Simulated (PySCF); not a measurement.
Radial density of Ar (argon, neutral)

r2SCAN, [Ar], closed-shell 1S. Computed with PySCF 2.14 in Sapporo-DZP-2012, with the spin-free X2C one-electron Hamiltonian (Gaussian nucleus).

```csv
r (bohr),4πr²ρ (e/bohr)
0.00161,0.1155
0.00271,0.3188
0.00455,0.8501
0.00766,2.139
0.0129,5.033
0.0217,10.38
0.0364,17.44
0.0613,20.85
0.103,16.57
0.173,15.69
0.292,21.14
0.490,11.65
0.825,4.410
1.39,5.575
2.33,1.823
3.93,0.1192
6.60,0.0001478
```

Densities and radii are taken from the X2C orbitals without a picture-change correction, which distorts them close to the nucleus.
